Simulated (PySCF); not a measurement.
# C₆ coefficients of unlike pairs at UHF

Calculated with PySCF 2.14 from the dipole response of each species, C₆(A,B) = (3/π) ∫ α_A(iu) α_B(iu) du, in atomic units, from isotropic polarisabilities. For ions this is the dispersion term alone; charge-induced terms of lower order in 1/R come first.

```tsv
species	configuration	basis	relativity	α (bohr³)	C₆ (like pair)
Cu⁺	[Ar] 3d10 (1S)	aug-cc-pVTZ-PP with ECP10MDF (6s6p5d3f2g)	core potential	4.794	14.53
N³⁺	[He] 2s2 (1S)	aug-cc-pCVTZ-DK (7s6p4d2f)	spin-free X2C	2.226	2.242
C	[He] 2s2 2p2 (3P)	aug-cc-pVDZ (4s3p2d)	none	11.56	45.12
V³⁺	[Ar] 3d2 (3F)	def2-QZVPPD (11s6p5d3f2g)	none	2.063	5.232
```

Task: Estimate C₆ for N³⁺ with Cu⁺.

Result: The integral gives 5.503. The combination rule 2 C_A C_B / (C_A α_B/α_A + C_B α_A/α_B) gives 5.629 and the geometric mean 5.708.

No spin-orbit coupling is included.

The other pairs:

```json
{"pair": "V³⁺, C", "C₆": "12.94"}
{"pair": "C, Cu⁺", "C₆": "23.77"}
{"pair": "C, N³⁺", "C₆": "9.976"}
{"pair": "V³⁺, Cu⁺", "C₆": "8.551"}
{"pair": "V³⁺, N³⁺", "C₆": "3.082"}
```
